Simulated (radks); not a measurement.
Results of a calculation; reference values are marked as such.
The mean radii <r> (bohr) of the occupied orbitals of an atom or ion are listed with their occupations. Level of theory: non-relativistic Kohn-Sham, XLYP, spin-polarised, spherical densities, point nucleus (a radial shooting solver on a logarithmic mesh with Libxc functionals).

| orbital | occ. | <r> |
|---|---|---|
| 1s up | 1 | 0.1114 |
| 1s down | 1 | 0.1114 |
| 2p up | 3 | 0.4975 |
| 2p down | 3 | 0.4958 |
| 3s up | 1 | 1.620 |
| 3d up | 2 | 1.868 |

Name the element and its charge. Open shells, if any, are filled with parallel spins first.

Answer. Z = 14, silicon, charge +3: Si3+ in [He] 2p6 3s1 3d2. The 1s radius gives Z: for a bare nucleus <r> = 1.5/Z, 0.1071 bohr for Z = 14, and screening makes it slightly larger (0.1114 here). The occupations add up to 11, and the charge is Z minus that.
